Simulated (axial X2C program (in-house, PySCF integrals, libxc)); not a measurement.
**GaB⁺: from Re and ωe to a spectrum**

A bond curve at the PBE0 level, two-component, was computed with an in-house relativistic program for diatomic molecules (basis Ga dyall-cv3z [9s9p7d4f1g], B dyall-v3z [7s6p2d1f] (cores contracted in-house)) for the state Ω = 1/2 (⟨Sz⟩ = 0.50, ⟨Lz⟩ = 0.00 at PBE0). Its fit gives Re = 2.7870 Å, ωe = 208.4 cm⁻¹, ωexe = 1.71 cm⁻¹ and αe = 2.936e-03 cm⁻¹; the masses are 68.9256 and 11.0093 u. Two-component means X2C with spin–orbit coupling and atomic mean-field Coulomb and Gaunt terms.

(1) Find the reduced mass, Be and the force constant.

(2) Estimate De from a Morse curve and compare with the computed well depth of 0.897 eV to Ga+ + B.

(3) Where do the fundamental and the first overtone lie?

(4) A Morse curve ties αe to the other constants (Pekeris). How well does that hold?

(5) Estimate the centrifugal constant by the Kratzer relation.

Occupations by symmetry block were frozen at the best pattern of an incomplete PBE0 search. Dissociation energies refer to the lowest single-determinant-based atoms at the same level and basis. Density functionals use the spin component along the axis (collinear). The 2c atoms are single determinants rather than J levels; their spin–orbit lowering is only partly caught, and De is too large by that part. This holds for PBE0. Without a current term, density functionals place determinants with orbital angular momentum somewhat too high.

Answers

(1) From the PBE0 values: μ = 9.4930 u. Be = 16.8576/(μ Re²) = 0.2286 cm⁻¹. k = 5.8918×10⁻⁷ μ ωe² = 0.243 mdyn/Å.

(2) De(Morse) = ωe²/(4ωexe) = 0.787 eV against 0.897 eV computed, a ratio of 0.88. For De the Morse form works well here.

(3) ν(1←0) = ωe − 2ωexe = 205.0 cm⁻¹; ν(2←0) = 2ωe − 6ωexe = 406.5 cm⁻¹.

(4) αe(Morse) = 6Be²/ωe × (√(ωexe/Be) − 1) = 2.611e-03 cm⁻¹; the PBE0 curve gives 2.936e-03 cm⁻¹, a ratio of 0.89.

(5) D = 4Be³/ωe² = 1.10e-06 cm⁻¹.
